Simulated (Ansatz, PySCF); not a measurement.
F3OSi, SMILES [O][Si](F)(F)F, multiplicity 2. Atoms are numbered in the order given.

```xyz
5

O      0.0456     0.0265     1.6837
Si    -0.0108    -0.0063     0.0151
F      1.3035     0.7524    -0.4727
F     -1.3111     0.7255    -0.5462
F     -0.0271    -1.4981    -0.5465
```
Charge 0, spin multiplicity 2.

Geometry optimised at B3LYP-D3(BJ)/def2-SVP. The isomer is the one that the SMILES or the coordinates give; other isomers of the formula were not compared.

Two levels are set side by side: PBE-D3(BJ)/def2-SVP (Ansatz, a program for electronic structure) and B3LYP-D3(BJ)/def2-SVP (Ansatz). Each level has its own optimised geometry; the coordinates shown are those of the second. Frequencies come from the Hessian of PySCF at each geometry. Differences are taken from unrounded values.

```json
[
 {"quantity": "mean bond length (Å)", "B3LYP-D3(BJ)": "1.613"},
 {"quantity": "bond O1–Si2 (Å)", "B3LYP-D3(BJ)": "1.670"},
 {"quantity": "bond Si2–F3 (Å)", "B3LYP-D3(BJ)": "1.594"},
 {"quantity": "bond Si2–F4 (Å)", "B3LYP-D3(BJ)": "1.594"},
 {"quantity": "bond Si2–F5 (Å)", "B3LYP-D3(BJ)": "1.594"},
 {"quantity": "highest harmonic wavenumber (cm⁻¹)", "B3LYP-D3(BJ)": "1024"},
 {"quantity": "mean harmonic wavenumber (cm⁻¹)", "B3LYP-D3(BJ)": "573"},
 {"quantity": "zero-point energy (kcal/mol)", "B3LYP-D3(BJ)": "7.37"}
]
```

### Question
What does PBE-D3(BJ) give, and how far is it from B3LYP-D3(BJ)? (Estimate from the structure and the level; the computed values follow.)

### Answer

```tsv
quantity	PBE-D3(BJ)	PBE-D3(BJ) minus B3LYP-D3(BJ)
mean bond length (Å)	1.625	0.012
bond O1–Si2 (Å)	1.674	0.004
bond Si2–F3 (Å)	1.610	0.016
bond Si2–F4 (Å)	1.608	0.014
bond Si2–F5 (Å)	1.608	0.014
highest harmonic wavenumber (cm⁻¹)	989	-36
mean harmonic wavenumber (cm⁻¹)	551	-22
zero-point energy (kcal/mol)	7.08	-0.29
```

Exact exchange shortens and stiffens bonds; PBE has none. Differences between two approximate levels are no errors against the true value.
